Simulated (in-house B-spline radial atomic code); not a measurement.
# RPA and G0W0 on r2SCAN: Cd⁺

Configuration [Kr] 4d10 5s1, highest spin, mean-field start r2SCAN. Computed with an all-electron radial atomic-structure program (B-spline basis): all electrons, scalar-relativistic (spin-free one-electron X2C), finite nucleus, each spin shell either full or empty, empty states to l = 9 with an (l + 1/2)⁻⁴ tail; G0W0 by contour deformation at full frequency.

RPA overbinds a lone outer s electron by self-correlation, and G0W0 tends to as well.

Command:
```bash
python run_gw.py task.json out
```
Settings (radii: box in bohr, nucleus in fm):
```
Z                        48
electrons                47
configuration            [Kr] 4d10 5s1
hamiltonian              x2c
method                   r2scan
lmax                     9
rms_radius               4.6087
spin_polarised           True
box_radius               23.78
intervals                70
ion_configuration        [Kr] 4d10
```

Run time, properties included: 6.8 s on 1 thread of Arm Neoverse V2 (shared host).

Energies (hartree):

```
                                     term        value
                         mean-field total  -5593.72345
Hartree-Fock functional on these orbitals  -5591.10225
                      direct second order      -4.1896
                    second-order exchange       1.1643
                         SOSEX correction       1.0728
```

(1) What is the RPA correlation energy, and what remains with SOSEX?

Quasi-particle levels (eV):

```csv
level,occupied,mean field,Σx - vxc,Σc,QP weight,G0W0
5s up,yes,-13.705,-2.16,?,?,?
4d down,yes,-20.736,-7.37,1.28,0.852,-26.828
5s down,no,-11.864,5.38,-2.58,0.919,-9.061
```

G0W0 = mean field + (Σx - vxc) + Σc, with Σc (partial-wave tail included) taken at the quasi-particle energy. Only the outer levels were computed. Levels of low weight are left out.

(2) Where does G0W0 put 5s up?

(3) What does it cost to remove one electron (to [Kr] 4d10) by differences of total energies, each species on its own start (correlation terms add to the Hartree-Fock functional)?

## Answers

(1) RPA gives -3.6359 hartree (-2.11 eV per electron); RPA + SOSEX gives -2.5631, and the second-order doubles -3.0253 hartree (no singles). SOSEX takes back 30 % of the RPA value.

(2) At -17.479 eV, with Σc = -1.61 eV and a quasi-particle weight of 0.941. The tabulated removal energy is 16.908 eV (NIST, measured); the calculation leaves out spin-orbit coupling, Breit and QED terms, and what these don't explain is the method's own error.

(3) r2SCAN 17.107 eV, Hartree-Fock functional 15.455 eV, + RPA 17.390 eV, + RPA + SOSEX 16.688 eV, + second order 17.847 eV. Tabulated: 16.908 eV (NIST, measured); the calculation leaves out spin-orbit coupling, Breit and QED terms, and what these don't explain is the method's own error.
